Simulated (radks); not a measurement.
Se7+, 27 electrons, occupied as [Ar] 3d9.

All-electron calculation, Dirac Kohn-Sham, LB94 model potential, spin-unpolarised, spherical densities, finite nucleus; open shells fill j = l - 1/2 first; Fermi nuclear charge, rms radius 4.14 fm. Program: a radial shooting solver on a logarithmic mesh with Libxc functionals.

Energy parts (eV):
kinetic: 67530.150
electron-nucleus: -155571.433
Hartree: 24623.528
(The LB94 potential has no energy functional, so no total or exchange-correlation energy is given.)

Orbitals (lengths in bohr, moments of r in powers of bohr; <r^-3> diverges for s and p1/2):
| orbital | occ. | eigenvalue (eV) | <r^-3> | <r^2> | <1/r> |
|---|---|---|---|---|---|
| 1s1/2 | 2 | -12728.07 | - | 0.002604 | 34.60 |
| 2s1/2 | 2 | -1764.723 | - | 0.04486 | 7.697 |
| 2p1/2 | 2 | -1601.196 | - | 0.03451 | 7.684 |
| 2p3/2 | 4 | -1558.719 | 1193 | 0.03595 | 7.445 |
| 3s1/2 | 2 | -347.2363 | - | 0.3718 | 2.516 |
| 3p1/2 | 2 | -290.9600 | - | 0.3843 | 2.413 |
| 3p3/2 | 4 | -284.8413 | 173.2 | 0.3976 | 2.355 |
| 3d3/2 | 4 | -187.3844 | 22.58 | 0.4262 | 2.133 |
| 3d5/2 | 5 | -186.3784 | 21.88 | 0.4310 | 2.118 |

The highest occupied level is 3d5/2 at -186.38 eV. For comparison, the ionisation energy in NIST's Atomic Spectra Database is 184 eV (theoretical). In exact Kohn-Sham theory the highest level is minus the ionisation energy, but local and semilocal functionals leave it too shallow, through self-interaction and a potential that decays too fast; potentials with the right tail come closer. The electron density at the nucleus is 3.971e+04 e/bohr^3.

Beside tabulated values, note that spin-unpolarised runs miss the spin-polarisation part of the exchange energy of open shells.
